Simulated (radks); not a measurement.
Results of a calculation; reference values are marked as such.
Q: Ionisation of the dysprosium ion Dy3+, [Xe] 4f9, to Dy4+, [Xe] 4f8, under several functionals. Scalar-relativistic Kohn-Sham, spin-polarised, spherical densities, finite nucleus; open shells are filled with parallel spins first (spin-orbit coupling, left out, can overturn this in heavy ions); a radial shooting solver on a logarithmic mesh with Libxc functionals. The NIST Atomic Spectra Database gives 41.2 eV (semi-empirical). Rank these functionals by the error of their Delta-SCF ionisation energy: exchange-only r2SCAN; BLYP; SCAN; XLYP; r2SCAN; exchange-only PBE; LDA (Slater exchange, Perdew-Wang correlation); PW91.

A: From best to worst: SCAN 40.892 eV (-0.338); r2SCAN 40.832 eV (-0.398); BLYP 41.835 eV (+0.605); XLYP 41.861 eV (+0.631); exchange-only PBE 40.355 eV (-0.875); PW91 42.121 eV (+0.891); LDA (Slater exchange, Perdew-Wang correlation) 42.462 eV (+1.232); exchange-only r2SCAN 38.942 eV (-2.288). Open shells are spherical and high-spin; term and fine-structure splittings are not resolved. Spin-orbit splitting is averaged out at the scalar-relativistic level. No tabulated value is given for the 4+ ions of Nd, Pm and Eu to Yb, where it belongs to another shell than the one emptied here.
